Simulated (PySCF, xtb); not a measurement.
(1E)-1-fluorobuta-1,3-diene (C₄H₅F), SMILES C=C/C=C/F. Other conformers were not sampled.

Harmonic wavenumbers (cm⁻¹) from GFN2-xTB run with xtb at its own minimum, in rising order: 136, 198, 274, 458, 482, 637, 749, 887, 944, 968, 1025, 1105, 1180, 1204, 1257, 1294, 1409, 1666, 1681, 3063, 3076, 3093, 3106, 3138.

Problem. What does PBE-D3(BJ)/def2-SVP (PySCF) give at its own minimum? (Estimate from the structure and the level; the computed values follow.)

Solution. 162, 196, 292, 453, 499, 654, 825, 872, 901, 929, 997, 1159, 1172, 1203, 1265, 1289, 1388, 1631, 1688, 3070, 3080, 3106, 3108, 3181. Paired by order, the mean absolute difference is 20 cm⁻¹ and the zero-point energies are 47.2 and 47.3 kcal/mol.
